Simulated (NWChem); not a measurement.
Everything below was run with NWChem. System: C$_{4}$H$_{5}$Cl, charge 0, spin multiplicity 1, at a geometry optimised with B3LYP/def2-SVP. The structure started from a generated list of species. Level: LDA (SVWN5)/def2-TZVP.

Input file:

```
start mol
memory heap 200 mb stack 800 mb global 1000 mb
geometry units angstroms nocenter noautoz noautosym
  C      2.909048    -0.122616     0.525553
  C      1.679801    -0.458473     0.226826
  C      0.444506    -0.794803    -0.065673
  C     -0.759743    -0.190949     0.590157
  Cl    -1.818441     0.666552    -0.619911
  H      3.426214     0.679355    -0.013876
  H      3.464448    -0.632068     1.321425
  H      0.260062    -1.561870    -0.828760
  H     -1.398457    -0.961293     1.044876
  H     -0.480439     0.545543     1.353646
end
basis spherical
  * library def2-tzvp
end
dft
  xc slater vwn_5
  semidirect memsize 60000000 filesize 0
  iterations 100
end
task dft energy
```

Part of the output:

```
             Northwest Computational Chemistry Package (NWChem) 7.3.0
             --------------------------------------------------------

                                NWChem Input Module
                                -------------------

 Scaling coordinates for geometry "geometry" by  1.889725989
 (inverse scale =  0.529177249)

                             Geometry "geometry" -> ""
                             -------------------------

 Output coordinates in angstroms (scale by  1.889725989 to convert to a.u.)

  No.       Tag          Charge          X              Y              Z
 ---- ---------------- ---------- -------------- -------------- --------------
    1 C                    6.0000     2.90904800    -0.12261600     0.52555300
    2 C                    6.0000     1.67980100    -0.45847300     0.22682600
    3 C                    6.0000     0.44450600    -0.79480300    -0.06567300
    4 C                    6.0000    -0.75974300    -0.19094900     0.59015700
    5 Cl                  17.0000    -1.81844100     0.66655200    -0.61991100
    6 H                    1.0000     3.42621400     0.67935500    -0.01387600
    7 H                    1.0000     3.46444800    -0.63206800     1.32142500
    8 H                    1.0000     0.26006200    -1.56187000    -0.82876000
    9 H                    1.0000    -1.39845700    -0.96129300     1.04487600
   10 H                    1.0000    -0.48043900     0.54554300     1.35364600

 Effective nuclear repulsion energy (a.u.)     183.4184386169

            Nuclear Dipole moment (a.u.)
            ----------------------------
        X                 Y               Z
 ---------------- ---------------- ----------------
     0.0000056692     0.0000094486     0.0000037795


 Summary of "ao basis" -> "" (spherical)
 ------------------------------------------------------------------------------
       Tag                 Description            Shells   Functions and Types
 ---------------- ------------------------------  ------  ---------------------
 *                         def2-tzvp                  on all atoms

                                 NWChem DFT Module
                                 -----------------

 Summary of "ao basis" -> "ao basis" (spherical)
 ------------------------------------------------------------------------------
       Tag                 Description            Shells   Functions and Types
 ---------------- ------------------------------  ------  ---------------------
 C                         def2-tzvp                11       31   5s3p2d1f
 Cl                        def2-tzvp                13       37   5s5p2d1f
 H                         def2-tzvp                 4        6   3s1p

 Summary of "ao basis" -> "ao basis" (spherical)
 ------------------------------------------------------------------------------
       Tag                 Description            Shells   Functions and Types
 ---------------- ------------------------------  ------  ---------------------
 C                         def2-tzvp                11       31   5s3p2d1f
 Cl                        def2-tzvp                13       37   5s5p2d1f
 H                         def2-tzvp                 4        6   3s1p

            General Information
            -------------------
          SCF calculation type: DFT
          Wavefunction type:  closed shell.
          No. of atoms     :    10
          No. of electrons :    46
           Alpha electrons :    23
            Beta electrons :    23
          Charge           :     0
          Spin multiplicity:     1
          Use of symmetry is: off; symmetry adaption is: off
          Maximum number of iterations: 100
          AO basis - number of functions:   191
                     number of shells:    77
          Convergence on energy requested:  1.00D-06
          Convergence on density requested:  1.00D-05
          Convergence on gradient requested:  5.00D-04

              XC Information
              --------------
                        Slater Exchange Functional  1.000 local
                      VWN V Correlation Functional  1.000 local

             Grid Information
             ----------------
          Grid used for XC integration:  medium
          Radial quadrature: Mura-Knowles
          Angular quadrature: Lebedev.
          Tag              B.-S. Rad. Rad. Pts. Rad. Cut. Ang. Pts.
          ---              ---------- --------- --------- ---------
          C                   0.70       49          12.0       434
          Cl                  1.00       88          14.0       590
          H                   0.35       45          13.0       434
          Grid pruning is: on
          Number of quadrature shells:   509
          Spatial weights used:  Erf1

          Convergence Information
          -----------------------
          Convergence aids based upon iterative change in
          total energy or number of iterations.
          Levelshifting, if invoked, occurs when the
          HOMO/LUMO gap drops below (HL_TOL):  1.00D-02
          DIIS, if invoked, will attempt to extrapolate
          using up to (NFOCK): 10 stored Fock matrices.

                    Damping( 0%)  Levelshifting(0.5)       DIIS
                  --------------- ------------------- ---------------
          dE  on:    start            ASAP                start
          dE off:    2 iters        100 iters           100 iters

      Screening Tolerance Information
      -------------------------------
          Density screening/tol_rho:  1.00D-10
          AO Gaussian exp screening on grid/accAOfunc:  14
          CD Gaussian exp screening on grid/accCDfunc:  20
          XC Gaussian exp screening on grid/accXCfunc:  20
          Schwarz screening/accCoul:  1.00D-08

      Superposition of Atomic Density Guess
      -------------------------------------

 Sum of atomic energies:        -612.66204741

      Non-variational initial energy
      ------------------------------

 Total energy =    -615.250498
 1-e energy   =   -1203.158522
 2-e energy   =     404.489586
 HOMO         =      -0.314533
 LUMO         =      -0.297649

------------------------------------------------------------
EAF file 0: "./mol.aoints.0" size=524288 bytes
------------------------------------------------------------
               write      read    awrite     aread      wait
               -----      ----    ------     -----      ----
     calls:        1         0         0         0         0
   data(b): 5.24e+05  0.00e+00  0.00e+00  0.00e+00
   time(s): 0.00e+00  0.00e+00  0.00e+00  0.00e+00  0.00e+00
rate(mb/s): 0.00e+00  0.00e+00
------------------------------------------------------------

   convergence    iter        energy       DeltaE   RMS-Dens  Diis-err    time
 ---------------- ----- ----------------- --------- --------- ---------  ------
 d= 0,ls=0.0,diis     1   -606.6420814419 -7.90D+02  1.47D+02  4.28D+01    14.3
 d= 0,ls=0.0,diis     2   -611.7188098485 -5.08D+00  9.88D-02  7.40D+00    20.2
 d= 0,ls=0.5,diis     3   -608.2368879558  3.48D+00  4.40D-02  2.13D+01    26.3
 d= 0,ls=0.5,diis     4   -610.5212512121 -2.28D+00  3.52D-02  7.66D+00    32.1
 d= 0,ls=0.5,diis     5   -611.8559702498 -1.33D+00  6.00D-02  2.87D+00    38.1
 d= 0,ls=0.5,diis     6   -612.4963043146 -6.40D-01  2.68D-02  3.74D-01    44.4
 d= 0,ls=0.5,diis     7   -612.6287386471 -1.32D-01  1.25D-02  9.29D-02    50.8
  Resetting Diis
 d= 0,ls=0.5,diis     8   -612.6751679552 -4.64D-02  5.80D-03  4.29D-02    56.8
 d= 0,ls=0.5,diis     9   -612.6948467804 -1.97D-02  2.85D-03  1.74D-02    62.8
 d= 0,ls=0.5,diis    10   -612.7030489621 -8.20D-03  1.57D-03  7.08D-03    68.7
 d= 0,ls=0.5,diis    11   -612.7062147647 -3.17D-03  9.23D-04  3.34D-03    75.0
 d= 0,ls=0.5,diis    12   -612.7075504881 -1.34D-03  5.60D-04  1.28D-03    81.1
 d= 0,ls=0.5,diis    13   -612.7080956830 -5.45D-04  3.46D-04  4.60D-04    87.7
 d= 0,ls=0.5,diis    14   -612.7083132761 -2.18D-04  2.19D-04  1.78D-04    93.9
 d= 0,ls=0.5,diis    15   -612.7083996981 -8.64D-05  1.37D-04  7.44D-05   101.0
 d= 0,ls=0.5,diis    16   -612.7084349656 -3.53D-05  8.64D-05  3.08D-05   107.1
 d= 0,ls=0.5,diis    17   -612.7084493849 -1.44D-05  5.47D-05  1.25D-05   113.1
 d= 0,ls=0.5,diis    18   -612.7084552204 -5.84D-06  3.59D-05  5.22D-06   119.0
 d= 0,ls=0.5,diis    19   -612.7084576282 -2.41D-06  2.31D-05  2.18D-06   124.5
 d= 0,ls=0.5,diis    20   -612.7084586083 -9.80D-07  1.51D-05  9.34D-07   130.1
 d= 0,ls=0.5,diis    21   -612.7084590238 -4.15D-07  9.07D-06  3.96D-07   136.8

         Total DFT energy =     -612.708459195334
      One electron energy =    -1207.229546974148
           Coulomb energy =      459.780564793865
    Exchange-Corr. energy =      -48.677915631938
 Nuclear repulsion energy =      183.418438616886

 Numeric. integr. density =       45.999999174209

     Total iterative time =    140.9s

                       DFT Final Molecular Orbital Analysis
                       ------------------------------------

 Vector   21  Occ=2.000000D+00  E=-2.639742D-01
              MO Center= -8.5D-01,  3.1D-01, -2.9D-01, r^2= 4.3D+00
   Bfn.  Coefficient  Atom+Function         Bfn.  Coefficient  Atom+Function
  ----- ------------  ---------------      ----- ------------  ---------------
   140      0.355529   5 Cl py              143      0.262577   5 Cl py
   139      0.231294   5 Cl px               67      0.210923   3 C  s
   137      0.180893   5 Cl py              142      0.167381   5 Cl px
   131     -0.145630   5 Cl py               43      0.135157   2 C  px
    38     -0.123707   2 C  py              136      0.118120   5 Cl px

 Vector   22  Occ=2.000000D+00  E=-2.543178D-01
              MO Center=  7.1D-01, -2.5D-02,  7.9D-02, r^2= 5.7D+00
   Bfn.  Coefficient  Atom+Function         Bfn.  Coefficient  Atom+Function
  ----- ------------  ---------------      ----- ------------  ---------------
   139      0.234071   5 Cl px                8      0.178419   1 C  pz
   142      0.177436   5 Cl px               38      0.164677   2 C  py
     7      0.152663   1 C  py               11      0.145862   1 C  pz
   140      0.146164   5 Cl py               10      0.130812   1 C  py
    41      0.130426   2 C  py              136      0.118667   5 Cl px

 Vector   23  Occ=2.000000D+00  E=-2.463964D-01
              MO Center=  5.6D-01, -2.9D-01,  1.9D-02, r^2= 4.2D+00
   Bfn.  Coefficient  Atom+Function         Bfn.  Coefficient  Atom+Function
  ----- ------------  ---------------      ----- ------------  ---------------
    69     -0.207753   3 C  py               39      0.195310   2 C  pz
   140     -0.185497   5 Cl py               72     -0.169914   3 C  py
    70      0.163602   3 C  pz               42      0.157577   2 C  pz
   139      0.157756   5 Cl px               38     -0.146120   2 C  py
   143     -0.143682   5 Cl py               73      0.134200   3 C  pz

 Vector   24  Occ=0.000000D+00  E=-6.125903D-02
              MO Center=  6.1D-01, -2.1D-01,  1.0D-01, r^2= 5.3D+00
   Bfn.  Coefficient  Atom+Function         Bfn.  Coefficient  Atom+Function
  ----- ------------  ---------------      ----- ------------  ---------------
    98     -0.374538   4 C  s                44      0.370298   2 C  py
   170      0.307051   7 H  s                97     -0.289629   4 C  s
   129      0.289057   5 Cl s               164     -0.282891   6 H  s
    38      0.269067   2 C  py               67      0.245005   3 C  s
    76      0.237015   3 C  pz              142      0.235429   5 Cl px

 Vector   25  Occ=0.000000D+00  E=-4.888071D-02
              MO Center=  1.8D+00, -4.0D-01,  2.9D-01, r^2= 3.6D+00
   Bfn.  Coefficient  Atom+Function         Bfn.  Coefficient  Atom+Function
  ----- ------------  ---------------      ----- ------------  ---------------
    98     -0.433012   4 C  s                45      0.419933   2 C  pz
    13     -0.367117   1 C  py              176      0.362694   8 H  s
    39      0.306853   2 C  pz               43     -0.288133   2 C  px
    14     -0.283976   1 C  pz               42      0.256283   2 C  pz
   182      0.245089   9 H  s                75      0.216400   3 C  py

 Vector   26  Occ=0.000000D+00  E=-1.285368D-03
              MO Center= -3.7D-01, -2.9D-02,  9.4D-02, r^2= 5.1D+00
   Bfn.  Coefficient  Atom+Function         Bfn.  Coefficient  Atom+Function
  ----- ------------  ---------------      ----- ------------  ---------------
    67      1.547826   3 C  s                98     -1.153451   4 C  s
    43      0.744926   2 C  px               75      0.653227   3 C  py
    36     -0.520497   2 C  s               129      0.520988   5 Cl s
    97     -0.482200   4 C  s                 5     -0.452723   1 C  s
   182      0.440967   9 H  s               144      0.380025   5 Cl pz

 center of mass
 --------------
 x =  -0.15014158 y =   0.05499092 z =  -0.07419493

 moments of inertia (a.u.)
 ------------------
         205.711371162682         204.915662037066        -209.097727197093
         204.915662037066        1117.206177054905          60.388746212049
        -209.097727197093          60.388746212049        1131.045725326693

     Multipole analysis of the density
     ---------------------------------

     L   x y z        total         alpha         beta         nuclear
     -   - - -        -----         -----         ----         -------
     0   0 0 0      0.000000    -23.000000    -23.000000     46.000000

     1   1 0 0      0.565806      0.282900      0.282900      0.000006
     1   0 1 0     -0.341410     -0.170710     -0.170710      0.000009
     1   0 0 1      0.493075      0.246536      0.246536      0.000004

     2   2 0 0    -26.669847   -289.314574   -289.314574    551.959301
     2   1 1 0      1.707383     50.494933     50.494933    -99.282484
     2   1 0 1     -0.238788    -53.615591    -53.615591    106.992393
     2   0 2 0    -27.826497    -45.045006    -45.045006     62.263514
     2   0 1 1      0.079801     14.706649     14.706649    -29.333497
     2   0 0 2    -27.445751    -42.240989    -42.240989     57.036226

 Task  times  cpu:      143.0s     wall:      143.0s

 Total times  cpu:      143.0s     wall:      143.0s
```
